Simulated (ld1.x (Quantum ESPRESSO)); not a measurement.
# Scattering properties, PAW potential for P (Z = 15)

ld1.x (Quantum ESPRESSO) 7.5 input, shortened:

```
&input
   title='P', zed=15., rel=1, dft='PZ', iswitch=3,
   config='[Ne] 3s2 3p3'
 /
 &inputp
   pseudotype=3, lpaw=.true., tm=.true., lloc=-2, rcloc=1.40,
   nlcc=.true., new_core_ps=.true., rcore=1.45,
   which_augfun='PSQ', rmatch_augfun_nc=.true.
 /
4
3S  1  0   2.00   0.00  1.20  1.40  0.0
3S  1  0   0.00   1.30  1.20  1.40  0.0
3P  2  1   3.00   0.00  1.25  1.60  0.0
3P  2  1   0.00   0.30  1.25  1.60  0.0
 &test
   configts(1)='3s2 3p3'
 /
```

The phase is arctan(r·u′/u) with u = r·R(r), unwrapped; energies in Ry, scanned from -3 to 5 Ry. A pole is an energy at which the radial function vanishes at the test radius. The pseudo phase is shifted by a multiple of π to meet the all-electron one at the reference energy, and phase errors are pseudo minus all-electron; the curves can meet again beyond the range given. Levels narrower than the energy grid can be missing from the lists of poles.

```csv
channel,radius (bohr),reference energy (Ry),"poles, all-electron","poles, pseudo",unbroken range about the reference energy with phases within 0.05 rad,phase error 1 Ry above the reference energy (rad)
s,1.75,-1.03,2.81,2.80,the whole range,+0.000
p,1.75,-0.41,3.83,3.79,the whole range,-0.000
```

Phases in the p channel:

```csv
E (Ry),all-electron,pseudo
-3.00,1.153,1.153
-2.52,1.096,1.096
-2.04,1.016,1.015
-1.56,0.892,0.892
-1.08,0.688,0.688
-0.60,0.329,0.329
-0.12,-0.218,-0.218
0.36,-0.733,-0.733
0.84,-1.052,-1.052
1.32,-1.235,-1.235
1.80,-1.349,-1.349
2.28,-1.426,-1.427
2.76,-1.483,-1.484
3.24,-1.527,-1.529
3.72,-1.563,-1.566
4.20,-1.595,-1.599
4.68,-1.623,-1.630
```
